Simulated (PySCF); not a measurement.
**VO₂Cl, singlet: structure and spectrum**

Level of theory: PBE0 in PySCF with V def2-TZVP, O def2-TZVP, Cl def2-TZVP; no relativity; density-fitted integrals.

The structure is a minimum.

```json
{
  "Point group": "Cs",
  "Bond lengths": "V–Cl 2.174 Å, V–O 1.567 Å (×2)",
  "Bond angles": "Cl–V–O 118.5° (×2), O–V–O 110.0°",
  "Rotational constants": "0.2997, 0.1016, 0.07837 cm⁻¹",
  "Entropy at 298.15 K and 1 bar": "307.1 J/(mol K)",
  "Heat capacity Cp at 298.15 K": "63.1 J/(mol K)",
  "Rotational symmetry number": "1",
  "Enthalpy at 298.15 K above 0 K": "14.88 kJ/mol",
  "Highest occupied level": "-9.24 eV",
  "Atomisation energy without zero-point energy": "1543 kJ/mol",
  "Dipole moment": "2.71 D",
  "Lowest empty level": "-4.37 eV",
  "Principal polarisabilities": "27.7, 46.8, 60.0 bohr³",
  "Principal quadrupole moments (Buckingham, traceless) about the centre of mass": "-5.79, -4.35, 10.14 D Å",
  "Zero-point energy": "20.3 kJ/mol"
}
```

Harmonic modes (masses in u: V 50.944, O 15.995, Cl 34.969):
```tsv
symmetry	ω (cm⁻¹)	IR (km/mol)	μ (u)	type
a'	125	63.7	24.68	bend
a''	190	2.4	21.04	bend
a'	353	22.5	20.55	mixed
a'	507	53.9	28.51	mixed
a''	1104	285	20.33	stretch
a'	1116	146	18.59	stretch
```

Charges (e):
| atom | Mulliken | Löwdin | polar tensor | Mayer order to V1 |
| --- | --- | --- | --- | --- |
| V1 | 1.31 | 0.23 | 2.01 | – |
| O2,3 | -0.47 | -0.16 | -0.72 | 2.09 |
| Cl4 | -0.37 | 0.10 | -0.56 | 0.98 |

Mulliken populations on V1: s 6.09, p 12.31, d 3.26, f 0.03.

Outer orbital energies (eV). occupied: -12.13, -11.58, -11.49, -11.01, -10.44, -9.81, -9.75, -9.24; empty: -4.37, -3.72, -2.65, -1.36.

Formally V is in oxidation state +5, d0. The polar-tensor charge on V, 2.01, is far below the formal one.

Stability towards spin polarisation was not tested. Only a few start shapes were tried, so a lower isomer may exist.

The final relaxation and frequency run took 120 s on 4 threads of a shared Intel Xeon @ 2.50GHz (Skylake/Cascade Lake) host, with 144 basis functions and 16 gradients; the process peaked at 1.4 GiB. Launch command: `OMP_NUM_THREADS=4 python axn.py task.json out`.
